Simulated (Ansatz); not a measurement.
Computed with Ansatz on PBE0-D4/def2-TZVP structures; ΔE is electronic, products minus reactants. CCSD(T)/CBS is the MP2 limit (def2-TZVPP, def2-QZVPP) plus CCSD(T) − MP2 in def2-TZVPP, frozen cores. DFT in def2-TZVPP. For Ge outer-core shells are correlated without core-valence functions, which leaves a few kJ/mol of doubt a bond. Scalar relativity is left out up to krypton. Each species was taken in one conformer, which may not be the lowest.

Consider the redistribution: `[F][GeH]1[O][SiH2]1` + `BCBO` → `[O]1[SiH2][GeH2]1` + `BCB(O)F`.

```json
{"level": "BLYP-D4", "ΔE (kcal/mol)": "-18.6"}
{"level": "MP2/def2-TZVPP", "ΔE (kcal/mol)": "-20.5"}
{"level": "HF/def2-QZVPP", "ΔE (kcal/mol)": "-21.2"}
{"level": "MP2/CBS(def2)", "ΔE (kcal/mol)": "-20.0"}
```

(1) What does CCSD(T)/CBS give? (Estimate.)

(2) What do rigid-rotor, harmonic-oscillator terms from PBE0-D4/def2-TZVP frequencies (298.15 K, 1 bar) make of the CCSD(T)/CBS value? (An estimate is asked.)

Largest T1 diagnostic among the species: 0.014.

## Answers

(1) Ansatz gave: -20.7 kcal/mol. The listed levels differ from it by 2.1, 0.2, -0.5, 0.7 kcal/mol.

(2) Computed: ΔZPE = -0.3 kcal/mol, ΔH = -21.1 kcal/mol, ΔS = 2 J/(mol·K), ΔG = -21.2 kcal/mol. Modes under 50 cm⁻¹ make the entropy rough.

Leaving LDA and LC-ωPBE aside and taking each functional with its dispersion term where it has one, the values, not all of them listed here, spread over 3.6 kcal/mol, from r2SCAN0-D4 to BLYP-D4. LDA lies −3.5 kcal/mol from PBE without D4. From BLYP to BHLYP (50 % exact exchange), in def2-TZVPP and without D4, ΔE moves by −3.0 kcal/mol.
